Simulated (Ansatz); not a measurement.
Reactions of `CO[SiH2][SiH2]F`.

Calculated with Ansatz (gas phase, PBE0-D4/def2-TZVP geometries, no zero-point term in ΔE). CCSD(T)/CBS is the MP2 limit (def2-TZVPP, def2-QZVPP) plus CCSD(T) − MP2 in def2-TZVPP, frozen cores. This one scheme is used for every species. One conformer a species, not always the lowest.

Task: Order these by ΔE at CCSD(T)/CBS, lowest first. (An estimate is asked.)
A. `CO[SiH2][SiH2]F` + `CBO` → `CBO[SiH2]F` + `CO[SiH3]`
B. `CO[SiH2][SiH2]F` + hydrogen peroxide → `CO[SiH2][SiH](O)F` + H₂O
C. `CO[SiH2][SiH2]F` + H–F → `F[SiH2][SiH2]F` + CH₃OH
D. `CO[SiH2][SiH2]F` + H₂S → `F[SiH2][SiH2]S` + CH₃OH
E. `CO[SiH2][SiH2]F` + `NCF` → `FCN[SiH2]F` + `CO[SiH3]`
F. `CO[SiH2][SiH2]F` + silanol → `CO[SiH2]O[SiH3]` + `F[SiH3]`
G. `CO[SiH2][SiH2]F` + `C#C[O][AlH][CH3]` → `C#CO[SiH2]F` + `CO[SiH2][AlH][CH3]`
H. `CO[SiH2][SiH2]F` + `N[SiH](O)Cl` → `N[SiH2][SiH2]F` + `CO[SiH](O)Cl`

Result: B (-109.6 kcal/mol), F (-35.3 kcal/mol), A (-29.1 kcal/mol), E (-19.1 kcal/mol), C (-8.3 kcal/mol), H (-1.2 kcal/mol), D (+5.8 kcal/mol), G (+12.2 kcal/mol).

Largest T1 diagnostic: 0.013, for `C#C[O][AlH][CH3]`.
